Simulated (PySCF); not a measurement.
BI₃, optimised at PBE/def2-SVP:

```xyz
4

B      0.4277    -0.1671    -0.2776
I     -0.1735     0.9449    -1.9983
I     -0.1973    -2.1954    -0.0457
I      1.6540     0.7491     1.2107
```

Method: PySCF energies (xtb for GFN2) plus ideal-gas RRHO corrections (1 bar). All species are closed-shell singlets. I: scalar-relativistic def2 core potential, no spin-orbit coupling.

List the harmonic frequencies (cm⁻¹, unscaled) at this level and at the other levels, each on its own geometry.


- PBE/def2-SVP: 101, 101, 190, 311, 701, 702
- GFN2-xTB: 105, 105, 209, 296, 737, 737
- PBE0/def2-TZVP: 102, 102, 196, 321, 724, 724
